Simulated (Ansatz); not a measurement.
Input for Ansatz (a program for electronic structure): R-r2SCAN/def2-TZVPP on H2Sn (SMILES [SnH2]). Elements past Kr take the def2 small-core potentials; no spin–orbit coupling.

Ansatz 0.2 input:
```yaml
crystal:
  periodic: [false, false, false]
  atoms:
    - {symbol: Sn, position_ang: [0.00000000, -0.00000000, -0.83505099]}
    - {symbol: H, position_ang: [1.26600862, 0.00000000, 0.41747549]}
    - {symbol: H, position_ang: [-1.26600862, 0.00000000, 0.41747549]}
basis:
  gaussian:
    orbitals: def2-TZVPP
hamiltonian:
  xc: {name: r2SCAN}
scf: {lower_state_search: off}
```

Program output:

```
WARN ansatz: RAYON_NUM_THREADS=1 ignored (pool sized by the plan → 1); use --threads N
Functional definition: r2SCAN
these checks for a lower state are left out or cut short: stability, starts, cluster_reference, orbital_swaps, neighbouring_geometries, increment
integrals: 0.01 GiB planned
506 factors; their error is unknown
mean field: 0.15 GiB planned
mean field evaluation 1: about -5864.2668 eV, gradient 1.3e1 eV
mean field evaluation 2: about -5864.3211 eV, gradient 1.3e1 eV
mean field evaluation 4: about -5864.9381 eV, gradient 3.8e-1 eV
mean field evaluation 8: about -5864.9312 eV, gradient 2.5e-3 eV
mean field evaluation 16: about -5864.9312 eV, gradient 1.4e-6 eV
mean field -5864.93121358 eV, -215.5322467060 hartree, gradient 1.4e-6 eV, S^2 0.000000; 0 other end points of the search recorded, 0 dependent functions left out
reference -5864.93122573 eV, -215.5322471522 hartree; 12, 12 occupied and 66, 66 virtual orbitals, 506 factors
Total energy: -5864.93122573 eV, -215.5322471522 hartree
Checks for a lower state left out: stability, starts, cluster_reference, orbital_swaps, neighbouring_geometries, increment
```

Self-consistency was reached.

Cost: roughly 1.0 core-seconds.
